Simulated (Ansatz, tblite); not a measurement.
Removing an electron: AlI₃. The state is a singlet with charge 0. Geometry: r2SCAN-D4/def2-SVP. Ansatz, gas phase; energy differences of separate SCF runs; the oxidised species was run as a doublet alone.

```
atom    x (Å)    y (Å)    z (Å)
 Al1   0.0000   0.0000   0.0000
  I2   2.0533   0.7776   1.1075
  I3  -0.4516  -2.4089  -0.2015
  I4  -1.6017   1.6313  -0.9060
```

In the def2 sets I takes a core potential; there is no spin–orbit coupling. The xTB rows come from tblite. Correlated methods freeze 17 core orbitals; core or outer-core shells of I are correlated, in sets that lack core-valence functions. The rows differ in basis, and correlated rows in double-zeta sets carry the largest basis error. In CCSD on the charge 1 doublet the largest single amplitude is 0.52, so its Hartree–Fock determinant may place the open shell otherwise than the density functionals do.

| level | −HOMO (eV) | vertical IE (eV) | −LUMO (eV) | HOMO–LUMO gap (eV) | remarks |
| --- | --- | --- | --- | --- | --- |
| GFN1-xTB | 11.30 | 14.36 | 6.89 | 4.42 | – |
| GFN2-xTB | 12.01 | 14.71 | 7.69 | 4.32 | – |
| PBE-D4/def2-TZVP | 6.61 | 8.95 | 2.72 | 3.90 | – |
| r2SCAN-D4/def2-TZVP | 6.92 | 9.19 | 2.41 | 4.51 | – |
| PBE0-D4/def2-TZVP | 7.74 | 9.40 | 1.98 | 5.76 | – |
| CCSD/def2-SVP | – | 9.66 | – | – | large T1 (0.052) (+1 doublet) |
| CCSD(T)/def2-SVP | – | 9.56 | – | – | large T1 (0.052) (+1 doublet) |

Run but left out: HF/def2-SVP, MP2/def2-SVP (charge +1 doublet: a determinant that CCSD turns far, T1 0.052).  Raw xTB energy differences between charge states are shifted by several eV; the methods need an empirical correction for them.
